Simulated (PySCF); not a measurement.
## Energy of Ti (titanium, neutral) between two integer charges

The 4s beta orbital of [Ar] 3d2 4s2 is emptied in steps (occupation f), with all orbitals relaxed, ending at [Ar] 3d2 4s1. Calculation: PySCF 2.14, in aug-cc-pVTZ (8s7p5d3f2g, 93 functions); the non-relativistic Hamiltonian (point nucleus). The exact energy is a straight line in f; departures are measured from the line between the end points of the same method.

| f | BHandHLYP (eV) | r2SCAN0 (eV) |
| --- | --- | --- |
| 1 | 0.000 | 0.000 |
| 0.9 | -0.124 | -0.145 |
| 0.7 | -0.293 | -0.330 |
| 0.5 | -0.356 | -0.382 |
| 0.3 | -0.305 | -0.304 |
| 0.1 | -0.133 | -0.119 |
| 0 | 0.000 | 0.000 |

```tsv
method	E(f=0) − E(f=1) (eV)	−ε at f=1 (eV)	−ε at f=0.5 (eV)
BHandHLYP	6.603	5.239	6.568
r2SCAN0	6.382	4.757	6.457
```

Orbital energy along the path (eV):

```tsv
f	BHandHLYP	r2SCAN0
1	-5.239	-4.757
0.9	-5.494	-5.110
0.7	-6.019	-5.794
0.5	-6.568	-6.457
0.3	-7.151	-7.060
0.1	-7.782	-7.531
0	-8.017	-7.411
```

As f goes to zero the orbital energy of a semilocal functional can turn back, because the density of that orbital vanishes from the exchange-correlation potential.

Reference removal energy between the ground levels: 6.828 eV (measured; NIST Atomic Spectra Database, ionization energies). The calculation has no spin-orbit coupling.
